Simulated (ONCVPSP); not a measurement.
K: ONCV pseudisation with revPBE, fully relativistic reference atom.

* Element: potassium
* Generator: ONCVPSP 4.0.1
* Type: optimised norm-conserving Vanderbilt (ONCV)
* Functional: revPBE
* Relativity: fully relativistic
* Frozen core: [Ne]
* Valence charge: 9
* Reference configuration: 3s2 3p6 4s1
* Partial waves: 3s+4s: rc 2.35 bohr, ncon 3, nbas 7, qcut 5.5 1/bohr, 2 projectors; 3p: rc 2.00 bohr, ncon 5, nbas 9, qcut 6 1/bohr, 2 projectors, debl 2.9 Ha; d scattering state at 0.44 Ha: rc 2.30 bohr, ncon 3, nbas 6, qcut 3.6 1/bohr, 2 projectors, debl 1.5 Ha
* Local potential: polynomial inside 1.65 bohr (lpopt 5, dvloc0 2 Ha)
* Core correction: Teter function, fcfact 3, rcfact 1.75

Open shells are filled in proportion to 2j + 1.

Question: Estimate the cutoffs (Ha) at which the residual kinetic energy of the hardest occupied pseudo-wave falls to 1 and 0.1 mHa per electron.

Answer: 12 Ha and 14 Ha. The cutoffs count occupied waves only; projector 2 of the d channel, the hardest unoccupied one, needs 35 Ha at the loose tolerance.

Question: Does the potential have ghost states?

Answer: No bound ghost flagged; no localised positive-energy state flagged.

Question: Which valence shell sets the plane-wave cutoff?

Answer: 3p: 12 Ha for 1 mHa per electron, against 5 Ha for 3s.

Question: Tests: 3s2 3p6 4s0; 3s2 3p6 4s0.5; 3s2 3p6 4s0 4p1; 3s2 3p5 4s1. Which has the largest error in its energy relative to the reference configuration, and how large is it?

Answer: 3s2 3p5 4s1, with +15 meV (all-electron minus pseudo) on +24.94 eV.
